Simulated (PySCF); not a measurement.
A species of formula C3H8O2Si has this rotational fingerprint, computed with PySCF, PBE0-D3(BJ)/def2-SVP geometry optimisation, gas phase:

* Rotational constants: A = 5444, B = 1635, C = 1397 MHz
* Dipole components: |μa| = 0.10 D, |μb| = 0.54 D, |μc| = 0.20 D
* Inertial defect: -40.15 u·Å²
* κ: -0.88

Problem. Which candidate fits, each taken in the one conformer that was computed?
A. `[OH:1][SiH2:2][O:3][CH:4]1[CH2:5][CH2:6]1` with H–O1–Si2–O3 53°, O1–Si2–O3–C4 -165°, Si2–O3–C4–C5 -152°
B. SiH2Me(OAc), `[H][Si]([H])(C)OC(C)=O`
C. `[CH3:1][C:2](=[O:3])[CH2:4][SiH2:5][OH:6]` with C1–C2–C4–Si5 126°, C2–C4–Si5–O6 52°, C4–Si5–O6–H -26°
D. `[CH2:1]=[CH:2][O:3][CH2:4][O:5][SiH3:6]` with C1–C2–O3–C4 170°, C2–O3–C4–O5 -74°, O3–C4–O5–Si6 -52°

Solution. D. It is C=COCO[SiH3], an asymmetric top, point group C1. The candidates at the same level (rigid rotor, commonest isotopes):

| SMILES | A (MHz) | B (MHz) | C (MHz) | μa (D) | μb (D) | μc (D) | Δ (u·Å²) | point group | rotor |
| --- | --- | --- | --- | --- | --- | --- | --- | --- | --- |
| [H][Si]([H])(C)OC(C)=O | 7074 | 1578 | 1332 | 0.94 | 2.15 | 0.01 | -12.43 | – | near-prolate asymmetric top |
| CC(=O)C[SiH2]O | 5346 | 1854 | 1521 | 2.43 | 2.79 | 0.42 | -34.91 | C1 | asymmetric top |
| O[SiH2]OC1CC1 | 9674 | 1392 | 1306 | 0.86 | 0.23 | 1.34 | -28.44 | C1 | near-prolate asymmetric top |
| C=COCO[SiH3] | 5444 | 1635 | 1397 | 0.10 | 0.54 | 0.20 | -40.15 | C1 | asymmetric top |

`[H][Si]([H])(C)OC(C)=O` has A 30 % too high; `O[SiH2]OC1CC1` has A 78 % too high; `CC(=O)C[SiH2]O` has B 13 % too high. No structure here is proved a minimum.
